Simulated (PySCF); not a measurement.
# Computed spin Hamiltonian

Species: C7H8FO (doublet state).
Structure used (GFN2-xTB), in Å, numbered top down from 1:
```
atom  x, y, z in Å
C1     2.414   -0.644    0.836
C2     1.066   -0.736    0.758
C3     0.212    0.111    0.021
C4     0.772    1.280   -0.734
F5     1.660    2.002    0.038
C6    -1.196   -0.161   -0.060
C7    -1.893   -0.850    0.881
C8    -1.961    0.278   -1.246
O9    -1.518    0.773   -2.250
H10    2.974    0.136    0.354
H11    2.980   -1.366    1.398
H12    0.591   -1.564    1.267
H13   -0.003    1.985   -1.039
H14    1.328    0.950   -1.622
H15   -2.941   -1.054    0.749
H16   -1.448   -1.195    1.796
H17   -3.044    0.066   -1.155
```

The hyperfine couplings belong to this conformer and change with its torsions.

As a line formula: `C=C[C](CF)C(=C)C=O` [radical].

Method: UKS B3LYP, pcH-1 on C F H O, non-relativistic, mean-field spin-orbit, GIAO (PySCF 2.14.0). Geometry: GFN2-xTB, one conformer, isolated molecule. A GFN2-xTB geometry isn't a minimum of the functional, and hyperfine couplings can be far from their values at a DFT geometry. The frame is twisted about the C3–C6 bond at this geometry (dihedral C4–C3–C6–C8 = 26°); couplings at other torsion angles weren't computed. No stability test was run, so a lower SCF solution isn't excluded. ⟨S²⟩ is 0.792 where a pure state has 0.75.

```json
{"g1, g2, g3": "2.00214, 2.00229, 2.00271", "g_iso": "2.00238", "Form of g": "rhombic: the two nearest values differ by 26 % of g3 − g1", "⟨S²⟩": "0.7918 (exact 0.7500)", "α and β electrons": "34, 33"}
```

Hyperfine couplings atom by atom, in 10⁻⁴ cm⁻¹; T1 to T3 are the principal values of the dipolar part; ρ(0) is the spin density at the nucleus (1 × 10⁻⁴ cm⁻¹ = 2.998 MHz):

```json
{"atom": "C1", "isotope": "13C", "a_iso": "13.0", "T1": "-12.3", "T2": "-11.8", "T3": "24.2", "Mulliken spin population": "0.49", "ρ(0) (bohr⁻³)": "0.0346"}
{"atom": "C2", "isotope": "13C", "a_iso": "-13.5", "T1": "-8.5", "T2": "3.5", "T3": "5.1", "Mulliken spin population": "-0.23", "ρ(0) (bohr⁻³)": "-0.0361"}
{"atom": "C3", "isotope": "13C", "a_iso": "18.8", "T1": "-16.3", "T2": "-15.9", "T3": "32.1", "Mulliken spin population": "0.60", "ρ(0) (bohr⁻³)": "0.0502"}
{"atom": "C4", "isotope": "13C", "a_iso": "-6.9", "T1": "-0.5", "T2": "-0.1", "T3": "0.6", "Mulliken spin population": "-0.03", "ρ(0) (bohr⁻³)": "-0.0185"}
{"atom": "F5", "isotope": "19F", "a_iso": "15.0", "T1": "-8.1", "T2": "-7.8", "T3": "16.0", "Mulliken spin population": "0.01", "ρ(0) (bohr⁻³)": "0.0107"}
{"atom": "C6", "isotope": "13C", "a_iso": "-12.7", "T1": "-7.0", "T2": "2.8", "T3": "4.2", "Mulliken spin population": "-0.20", "ρ(0) (bohr⁻³)": "-0.0339"}
{"atom": "C7", "isotope": "13C", "a_iso": "13.1", "T1": "-10.3", "T2": "-9.8", "T3": "20.1", "Mulliken spin population": "0.41", "ρ(0) (bohr⁻³)": "0.0349"}
{"atom": "C8", "isotope": "13C", "a_iso": "4.4", "T1": "-0.6", "T2": "0.2", "T3": "0.4", "Mulliken spin population": "0.02", "ρ(0) (bohr⁻³)": "0.0118"}
{"atom": "O9", "isotope": "17O", "a_iso": "0.7", "T1": "-2.1", "T2": "-1.8", "T3": "3.9", "Mulliken spin population": "-0.04", "ρ(0) (bohr⁻³)": "-0.0035"}
{"atom": "H10", "isotope": "1H", "a_iso": "-9.7", "T1": "-5.1", "T2": "-0.5", "T3": "5.6", "Mulliken spin population": "-0.02", "ρ(0) (bohr⁻³)": "-0.0065"}
{"atom": "H11", "isotope": "1H", "a_iso": "-10.2", "T1": "-5.9", "T2": "-0.2", "T3": "6.1", "Mulliken spin population": "-0.02", "ρ(0) (bohr⁻³)": "-0.0068"}
{"atom": "H12", "isotope": "1H", "a_iso": "3.6", "T1": "-1.7", "T2": "-0.9", "T3": "2.6", "Mulliken spin population": "0.01", "ρ(0) (bohr⁻³)": "0.0024"}
{"atom": "H13", "isotope": "1H", "a_iso": "3.8", "T1": "-1.2", "T2": "-0.8", "T3": "2.0", "Mulliken spin population": "0.00", "ρ(0) (bohr⁻³)": "0.0025"}
{"atom": "H14", "isotope": "1H", "a_iso": "19.7", "T1": "-1.0", "T2": "-0.6", "T3": "1.6", "Mulliken spin population": "0.03", "ρ(0) (bohr⁻³)": "0.0132"}
{"atom": "H15", "isotope": "1H", "a_iso": "-7.9", "T1": "-5.1", "T2": "-0.2", "T3": "5.2", "Mulliken spin population": "-0.02", "ρ(0) (bohr⁻³)": "-0.0053"}
{"atom": "H16", "isotope": "1H", "a_iso": "-8.2", "T1": "-4.1", "T2": "-0.6", "T3": "4.6", "Mulliken spin population": "-0.02", "ρ(0) (bohr⁻³)": "-0.0055"}
{"atom": "H17", "isotope": "1H", "a_iso": "0.2", "T1": "-0.5", "T2": "-0.3", "T3": "0.8", "Mulliken spin population": "0.00", "ρ(0) (bohr⁻³)": "0.0001"}
```

Largest spin populations (Mulliken): C3 (+0.60), C1 (+0.49), C7 (+0.41) and C2 (-0.23). Three atoms exceed +0.15. The angles at C3 add up to 360.0°, so it is planar.

Axes: g3 points within 11° of the C3–C6 bond.

Under fast tumbling the dipolar parts average out, and these isotropic splittings remain (the largest six): 1 × 19F (F5, I = 1/2, 2 lines) with 1.60 mT, 2 × 1H (H13/H14, I = 1/2, 3 lines) with 1.26 mT, 1 × 1H (H11, I = 1/2, 2 lines) with 1.09 mT, 1 × 1H (H10, I = 1/2, 2 lines) with 1.04 mT, 1 × 1H (H16, I = 1/2, 2 lines) with 0.87 mT and 1 × 1H (H15, I = 1/2, 2 lines) with 0.85 mT.

Nuclei that the bonding pattern makes equivalent are averaged, as if the motion that swaps them (rotation, inversion, ring flip) were fast. The 1H value of +35.2 MHz is a mean of couplings from 11.3 to 59.0 MHz in this one geometry, not an average over conformers.

The 13C coupling of C3 (56.5 MHz) shows only in satellite lines or after enrichment, since that isotope makes up about 1.07 % of natural carbon.

The spin density at the nucleus, in bohr⁻³, is negative for C2 (-0.0361), C6 (-0.0339) and C4 (-0.0185), for instance. A restricted open-shell determinant has no negative spin density anywhere; here it arises because α and β orbitals differ (spin polarisation).
